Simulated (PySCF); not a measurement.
C₄H₁₀BeS, SMILES [SH][Be][C](C)(C)C.

Geometry: B3LYP-D3(BJ)/def2-SVP. The values are those of a single conformer.

Vertical ionisation energy (IE) and electron affinity (EA) in eV. Rows of orbital energies are one-electron estimates. Where ΔSCF, EOM or ADC give a negative EA the extra electron is unbound and the value depends on the basis.

| level | IE | EA |
|---|---|---|
| −ε(HOMO), −ε(LUMO), r2SCAN/def2-TZVP (PySCF) | 6.21 | 0.95 |
| −ε(HOMO), −ε(LUMO), PBE/def2-TZVP (PySCF) | 6.00 | 1.33 |
